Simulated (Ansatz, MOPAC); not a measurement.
Species: Hg$_{2}$ (charge +2, singlet). SMILES: [Hg][Hg+2]

Atoms: Hg1, Hg2. Bonds: Hg1-Hg2.

Bond lengths (Å) and angles (degrees) optimised at AM1 with MOPAC; HF/LANL2DZ with Ansatz (a first-principles code); MP2/LANL2DZ with Ansatz, each started from the B3LYP-D3(BJ)/def2-TZVP structure (Ansatz) of the last column. A row stands for all coordinates that are equal there.

| coordinate | AM1 | HF/LANL2DZ | MP2/LANL2DZ | B3LYP-D3(BJ)/def2-TZVP |
|---|---|---|---|---|
| Hg1-Hg2 | 2.608 | 2.793 | 2.776 | 2.718 |

Mean signed difference of all 1 bond lengths from B3LYP-D3(BJ)/def2-TZVP: AM1 -0.110 Å, HF/LANL2DZ 0.075 Å, MP2/LANL2DZ 0.058 Å.
